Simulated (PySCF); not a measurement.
## Vanadium: a sound run and one with changed settings

Sound run: V²⁺ [Ar] 3d3, V³⁺ [Ar] 3d2. All numbers are calculated (PySCF 2.14, the non-relativistic Hamiltonian (point nucleus), in 6-31G* (5s4p2d1f, 34 functions)). In the sound run the correlated levels freeze [Ar]. The sound run starts from symmetry-adapted Hartree-Fock orbitals and uses a fine grid where one is needed.

Changed run: all electrons correlated in a basis built for the valence shell.

| species | method | sound run (hartree) | changed run (hartree) | converged |
| --- | --- | --- | --- | --- |
| V²⁺ | MP2 | -942.09937 | -942.24412 | yes |
| V³⁺ | MP2 | -941.04040 | -941.18458 | yes |

Ionisation energy of V²⁺:

| method | sound run (eV) | changed run (eV) |
| --- | --- | --- |
| UHF | 28.558 | 28.558 |
| MP2 | 28.816 | 28.832 |
| SCS-MP2 | 28.644 | 28.660 |

A valence basis has no tight correlating functions, so it recovers only part of the core correlation, and not evenly between atom and ion.

For comparison, NIST gives 29.311 eV between the lowest levels.
